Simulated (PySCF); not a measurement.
A structure optimised at PBE-D3(BJ)/def2-TZVP, used in a PySCF frequency run:

```
C
H 1 1.0957
H 1 1.0957 2 114.61
H 1 1.0957 2 114.61 3 135.54
Zn 1 1.9885 2 103.65 3 -112.23
```
Charge +1, spin multiplicity 1.

Problem. Write its SMILES, formula and point group.

Solution. [CH3][Zn+], CH3Zn, C3v

Problem. What are its rotational constants (standard atomic weights)?

Solution. 147.42, 9.5771, 9.5771 GHz
